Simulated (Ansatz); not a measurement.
F6Sb−, SMILES `[F][Sb-]([F])([F])([F])([F])[F]`, one more setting.

```yaml
crystal:
  periodic: [false, false, false]
  atoms:
    - {symbol: F, position_ang: [-1.722073, -0.350889, 0.709785]}
    - {symbol: Sb, position_ang: [0.000005, 0.000005, 0.000013]}
    - {symbol: F, position_ang: [0.727635, -1.369616, 1.089554]}
    - {symbol: F, position_ang: [-0.311414, -1.262369, -1.379055]}
    - {symbol: F, position_ang: [-0.727609, 1.369709, -1.089434]}
    - {symbol: F, position_ang: [0.311345, 1.262559, 1.378964]}
    - {symbol: F, position_ang: [1.722101, 0.350600, -0.709826]}
basis:
  gaussian: {orbitals: def2-TZVPP}
total_charge: -1
hamiltonian: {xc: {name: B2GP-PLYP}}
```

```sh
$ ansatz run in.yaml --threads 4 --pin off --events-out ev --progress --plain --max-ram 11315MiB
```

It prints (some lines left out):

```
Functional definition: B2GP-PLYP
1697 factors; integrals over basis functions are off by at most 8.3e-4 eV
mean field evaluation 1: about -22810.6797 eV, gradient 5.0e1 eV
mean field evaluation 2: about -22810.8924 eV, gradient 5.0e1 eV
mean field evaluation 4: about -22814.7874 eV, gradient 2.9e0 eV
mean field evaluation 8: about -22814.8117 eV, gradient 1.2e-1 eV
mean field evaluation 16: about -22814.8117 eV, gradient 6.1e-6 eV
mean field -22814.81171431 eV, -838.4288660662 hartree, gradient 5.9e-6 eV, S^2 0.000000; 0 other end points of the search recorded, 0 dependent functions left out
10 core orbitals not correlated: weight in the atoms' cores, before any rotation towards them, 1.000 or more for the frozen orbitals, at most 0.000 for the correlated occupied ones
reference -22814.81182415 eV, -838.4288701025 hartree; 29, 29 occupied and 197, 197 virtual orbitals, 1697 factors
second order -57.81736120 eV of doubles, -0.00000000 eV of singles
Total energy: -22835.62607418 eV, -839.1937796827 hartree
```

Run time 6 s (4 threads of an Arm Neoverse V2 on a shared host); peak host memory 0.68 GiB.
